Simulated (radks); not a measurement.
Spherical quantum dot in the effective-mass picture: electrons in a hard-walled sphere of radius 1.44, with a point charge +2 (a donor) at the centre, all in effective atomic units (hartree* = m*/eps^2 hartree, bohr* = eps/m* bohr), one dielectric constant everywhere. Method: non-relativistic Kohn-Sham, LDA (Slater exchange, Perdew-Wang correlation), spin-polarised, spherical densities; computed with a radial shooting solver with Libxc functionals. Levels are named by radial order and angular momentum (1s, 1p, 1d, 2s, ...), and open shells are averaged over m. Results are scaled to m* = 0.178 and eps = 15.2, for which hartree* = 20.96 meV and bohr* = 4.519 nm.

N = 25, configuration 1s2 1p6 1d10 2s2 1f(up 5, down 0). This is the lowest configuration that the search found. Occupied and some empty levels:

level    occupation  eigenvalue (meV)  <r> (nm)
1s up             1            491.73     3.574
1s down           1            494.36     3.543
1p up             3            534.33     4.184
1p down           3            537.72     4.174
1d up             5            589.60     4.456
1d down           5            593.28     4.451
2s up             1            615.13     2.927
2s down           1            616.83     2.947
1f up             5            659.76     4.644
1f down           0            663.60     4.642
2p up             0            736.92     3.372
2p down           0            738.84     3.374
1g up             0            744.14     4.789
1g down           0            748.05     4.788
2d up             0            853.94     3.687
2d down           0            856.21     3.685

Energy (meV): total 8544.93, kinetic 4145.9, external -1300.7, Hartree 6290.0, exchange-correlation -590.23.

Electron density:

r (nm)  n(r) (e/nm^3)
0.500         0.09031
0.986         0.05766
1.47          0.03755
1.96          0.02711
2.45          0.02434
2.93          0.02729
3.42          0.03333
3.91          0.03884
4.39          0.03978
4.88          0.03348
5.36          0.02110
5.85         0.007834
6.34        0.0005064
